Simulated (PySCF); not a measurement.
C2HO, doublet, geometry from GFN2-xTB. Base run: PBE0/6-31G* in PySCF.

Input for PySCF:
```python
from pyscf import gto, scf, dft

mol = gto.M(
    atom='''
C     0.02096193   -0.29118014   -1.19660672
C     0.00440730    0.00402097    0.01711055
H     0.10767277   -0.53985429   -2.20994473
O    -0.03248602    0.28285117    1.16086522
''',
    basis='6-31g*',
    spin=1,
    verbose=4,
)

mf = dft.UKS(mol)
mf.xc = 'pbe0'
mf.kernel()
```

The base run was repeated with changes; each row names its change, and settings that it needs were set with it.

| change | basis functions | E (Eh) | HOMO (eV) | dipole (D) |
|---|---|---|---|---|
| base | 44 | -151.74383 | -6.98 | 2.08 |
| basis = cc-pVDZ-DK; relativity = spin-free X2C; nucleus = Gaussian (with nucmod='G') | 47 | -151.84317 | -7.08 | 1.89 |
| basis = cc-pVDZ-DK; relativity = spin-free X2C | 47 | -151.84319 | -7.08 | 1.89 |
| basis = ANO-RCC-VDZP; relativity = spin-free X2C | 47 | -151.88651 | -7.20 | 2.20 |
| basis = x2c-TZVPall; relativity = spin-free X2C | 99 | -151.89392 | -7.32 | 2.08 |
| basis = x2c-TZVPall; relativity = spin-free X2C; nucleus = Gaussian (with nucmod='G') | 99 | -151.89390 | -7.32 | 2.08 |
| basis = x2c-TZVPall; relativity = none | 99 | -151.80721 | -7.32 | 2.08 |
| basis = ANO-RCC-VDZP; relativity = none | 47 | -151.79544 | -7.20 | 2.20 |
| basis = cc-pVDZ-DK; relativity = none | 47 | -151.75577 | -7.08 | 1.89 |
| basis = ANO-RCC-VDZP; relativity = spin-free X2C; nucleus = Gaussian (with nucmod='G') | 47 | -151.88649 | -7.20 | 2.20 |

Absolute energies of different levels of theory aren't comparable as measures of quality.

Open shells are given as the SCF converged; they aren't shown to be the lowest states, and a large step between rows can be another state.

Basis sets contracted for a relativistic Hamiltonian are a mismatch without it, so the rows without relativity aren't non-relativistic limits. No row has spin-orbit coupling; sets with core potentials leave out the core electrons.
